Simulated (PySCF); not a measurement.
Telling isomers of C$_{7}$H$_{14}$Si$_{2}$ apart by NMR

Theory: coordinates at the GFN2-xTB level, PBE0/pcSseg-1 with gauge-including orbitals, in PySCF 2.14.0 with density-fitted response routines (relativity neglected, fast rotation and ring inversion assumed for equivalent nuclei, single conformer, no solvent).

References, each an isolated molecule treated in the same way: 1H (31.72 ppm) and 13C (186.93 ppm) vs TMS. Where no couplings were computed, multiplicities follow the n + 1 count of equivalent neighbours, and m marks all less simple cases (inequivalent or close neighbours, rings, F or P nearby). Shifts are as computed. Against solution values, carbons near 30 ppm lie about +3 ppm off and those near 130 ppm about +5 ppm. Of 1211 compounds with measured shifts, 218 miss one by over three times the rms of a fit or turn the order of signals round; such compounds aren't used in these exercises.

(1) Tabulate the signals of `CCCC1=C[SiH2]C=C[SiH2]1`, `[SiH3]CC1=C(C2CC2)[SiH2]C1` and their relative energies.

(2) What is the quickest way to tell CCCC1=C[SiH2]C=C[SiH2]1 from [SiH3]CC1=C(C2CC2)[SiH2]C1?

Results:

(1) 
```json
{"SMILES": "CCCC1=C[SiH2]C=C[SiH2]1", "carbon types": "1×C 3×CH 2×CH2 1×CH3", "δC": "169.0, 154.1, 153.5, 145.1, 52.1, 24.4, 14.3", "δH": "7.52 (m, 1H), 7.50 (m, 1H), 6.97 (t, 1H), 4.63 (m, 2H), 4.55 (m, 2H), 2.52 (t, 2H), 1.50 (m, 2H), 0.90 (t, 3H)", "E rel. (kcal/mol)": "0.0"}
{"SMILES": "[SiH3]CC1=C(C2CC2)[SiH2]C1", "carbon types": "2×C 1×CH 4×CH2", "δC": "159.3, 150.6, 18.0, 17.5, 14.8, 8.8", "δH": "4.66 (m, 2H), 3.95 (t, 3H), 2.17 (q, 2H), 1.68 (m, 2H), 1.47 (m, 1H), 0.71 (m, 2H), 0.23 (m, 2H)", "E rel. (kcal/mol)": "22.5"}
```

Energies are electronic energies at PBE0/pcSseg-1 on these geometries, without zero-point or thermal terms, each for the one conformer computed, which needn't be the lowest.

(2) Count the carbon signals: 7 against 6. The first has an alkene CH at 154.1 ppm, the second a three-membered-ring carbon (CH) at 14.8 ppm. Their most deshielded carbons lie at 169.0 and 159.3 ppm. In the proton spectra the most deshielded non-exchanging signals are 7.52 (m, 1H) and 4.66 (m, 2H).
